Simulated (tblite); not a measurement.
C5H10NS (doublet state).
Cartesian coordinates in Å at the GFN2-xTB level; atoms count from 1:
```xyz
17
C5H10NS angstrom
N     -2.397    0.331   -0.003
C     -1.154    0.153   -0.703
C      0.071    1.034   -0.335
C      0.932   -0.237   -0.267
C      1.804   -0.423    0.963
S      3.240    0.661    0.944
C     -0.347   -1.096   -0.312
H     -2.258    0.308    1.001
H     -2.834    1.212   -0.248
H     -1.367    0.186   -1.774
H     -0.044    1.511    0.638
H      0.372    1.784   -1.063
H      1.541   -0.363   -1.164
H      1.246   -0.209    1.877
H      2.176   -1.449    1.009
H     -0.354   -1.918   -1.023
H     -0.634   -1.472    0.668
```

Computed values, GFN2-xTB/tblite, gas phase, harmonic and unscaled. Errors from tens to a few hundred cm⁻¹ against measured bands are possible. One conformer, not necessarily the lowest. Open shells enter through the occupations alone, without spin polarisation, and single modes of such species can be off by tens of per cent.

Harmonic wavenumbers (cm⁻¹): 49.4, 76.5, 173.5, 269.0, 317.8, 370.6, 390.9, 436.5, 625.9, 758.1, 811.5, 837.5, 870.6, 890.0, 944.4, 982.8, 1001.7, 1032.1, 1050.0, 1073.0, 1113.3, 1169.0, 1177.7, 1210.2, 1221.1, 1223.8, 1230.7, 1246.8, 1251.3, 1318.7, 1346.8, 1419.8, 1468.3, 1478.2, 1553.9, 2947.2, 2957.2, 2959.3, 2973.2, 2995.0, 3010.3, 3018.9, 3026.9, 3391.8, 3427.0.

A = 6079, B = 995.8, C = 942.1 MHz; mass 116.053 u (most abundant isotopes); point group C1, symmetry number 1; spin multiplicity 2.

Task: Zero-point energy?

Result: Half the sum of the wavenumbers: 31549 cm⁻¹ = 90.20 kcal/mol.

Task: Entropy at 298.15 K, 1 bar (ideal gas, RRHO, classical rotation)?

Result: Translation 40.19, rotation 28.42, vibration 19.39, spin (R ln 2) 1.38: S = 89.4 cal/(mol K).

Task: And Cp and H(298.15 K) − H(0)?

Result: Cp = 30.14 cal/(mol K), of which vibrations give 22.19 (their classical limit is 45 R = 89.4); H(298.15 K) − H(0) = 5.45 kcal/mol without the zero-point energy, 3.08 from vibrations.

Task: What must be added to the electronic energy to get the Gibbs energy at 298.15 K and 1 bar?

Result: ZPE + [H(298.15 K) − H(0)] − T·S = 90.20 + 5.45 − 26.65 = 69.00 kcal/mol.

Task: How do the functions run with temperature in this model?

Result: 
```json
{"T (K)": "150", "S (cal/(mol K))": "73.6", "Cp (cal/(mol K))": "18.0", "H − H(0) (kcal/mol)": "1.94", "G − H(0) (kcal/mol)": "-9.09", "ln q(vib)": "2.04"}
{"T (K)": "250", "S (cal/(mol K))": "84.5", "Cp (cal/(mol K))": "25.7", "H − H(0) (kcal/mol)": "4.11", "G − H(0) (kcal/mol)": "-17.01", "ln q(vib)": "3.72"}
{"T (K)": "400", "S (cal/(mol K))": "99.6", "Cp (cal/(mol K))": "39.6", "H − H(0) (kcal/mol)": "9.01", "G − H(0) (kcal/mol)": "-30.82", "ln q(vib)": "6.38"}
{"T (K)": "600", "S (cal/(mol K))": "118.6", "Cp (cal/(mol K))": "54.4", "H − H(0) (kcal/mol)": "18.50", "G − H(0) (kcal/mol)": "-52.67", "ln q(vib)": "10.15"}
{"T (K)": "900", "S (cal/(mol K))": "143.5", "Cp (cal/(mol K))": "68.3", "H − H(0) (kcal/mol)": "37.09", "G − H(0) (kcal/mol)": "-92.10", "ln q(vib)": "15.86"}
```

q(vib) and H(0) count from the zero-point level.

Task: Which modes carry the vibrational entropy at 298.15 K?

Result: 49.4 cm⁻¹: 4.84; 76.5 cm⁻¹: 3.98; 173.5 cm⁻¹: 2.40; 269.0 cm⁻¹: 1.60; 317.8 cm⁻¹: 1.32; 370.6 cm⁻¹: 1.08 cal/(mol K); the other 39 give 4.17 together.

Task: Blend soft modes into free rotors: weight 1/[1 + (100 cm⁻¹/ν̃)⁴] for the oscillator and the rest for a rotor with moment μB/(μ + B), μ = h/(8π²ν), B = 10⁻⁴⁴ kg m². What vibrational entropy results?

Result: 17.55 cal/(mol K) in place of 19.39, which changes −T·S at 298.15 K by +0.55 kcal/mol.

Hindered rotation and anharmonicity are outside this model. Other conformers, if any are populated, would add a mixing term that is left out. The structure is chiral; the term R ln 2 for an equal mix with its mirror image is left out.

The run took 0.52 s wall on one thread, Arm Neoverse V2 (aarch64), no GPU, shared host with 96 logical CPUs at a one-minute load of 53. The figure is for the frequency step alone.
